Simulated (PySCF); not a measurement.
# What binds HfO: the parts of the energy along the bond

State: ¹Σ⁺, singlet, closed shell. RHF-based CCSD(T) in PySCF 2.14 with Hf cc-pVTZ-PP with ECP60, O cc-pVTZ and Hf cc-pVQZ-PP with ECP60, O cc-pVQZ (frozen core orbitals: 5; scalar-relativistic core potentials). Correlation energies are extrapolated as n⁻³ (n = 3, 4), Hartree–Fock as (n+1)·exp(−9√n). CV is the change on freezing 0 orbitals instead, in Hf cc-pwCVTZ-PP with ECP60, O cc-pwCVTZ. All energies in eV from Hf (5d2 6s2) + O.

```json
{"R (Å)": "1.5163", "HF/CBS": "-3.720", "CCSD corr.": "-2.857", "(T)": "-0.3259", "CV": "-0.3977", "total": "-7.300"}
{"R (Å)": "1.5852", "HF/CBS": "-4.531", "CCSD corr.": "-3.001", "(T)": "-0.3666", "CV": "-0.3144", "total": "-8.213"}
{"R (Å)": "1.6541", "HF/CBS": "-4.888", "CCSD corr.": "-3.143", "(T)": "-0.4092", "CV": "-0.2357", "total": "-8.676"}
{"R (Å)": "1.7230", "HF/CBS": "-4.905", "CCSD corr.": "-3.279", "(T)": "-0.4543", "CV": "-0.1658", "total": "-8.805"}
{"R (Å)": "1.7920", "HF/CBS": "-4.673", "CCSD corr.": "-3.409", "(T)": "-0.5025", "CV": "-0.1074", "total": "-8.692"}
{"R (Å)": "1.8781", "HF/CBS": "-4.139", "CCSD corr.": "-3.561", "(T)": "-0.5684", "CV": "-0.0515", "total": "-8.319"}
{"R (Å)": "1.9643", "HF/CBS": "-3.427", "CCSD corr.": "-3.702", "(T)": "-0.6427", "CV": "-0.0118", "total": "-7.783"}
```

A fit to the total gives Re = 1.7216 Å, De = 8.805 eV, ωe = 970.1 cm⁻¹, Be = 0.3872 cm⁻¹ (masses 179.9465 and 15.9949 u).

Task: At R = 1.7230 Å the CCSD correlation energy is -0.336833 hartree in the smaller basis and -0.354598 in the larger. Extrapolate it.

Result: (4³·E4 − 3³·E3)/(4³ − 3³) = -0.36756 hartree; the larger basis holds 96.5 % of it.

The T1 diagnostic is 0.032, large enough to doubt a single reference. The open-shell atoms are computed with UHF. Spin–orbit coupling, excitations beyond (T) and corrections to the Born–Oppenheimer picture are left out, and spin–orbit coupling matters for open p, d or f shells this heavy.
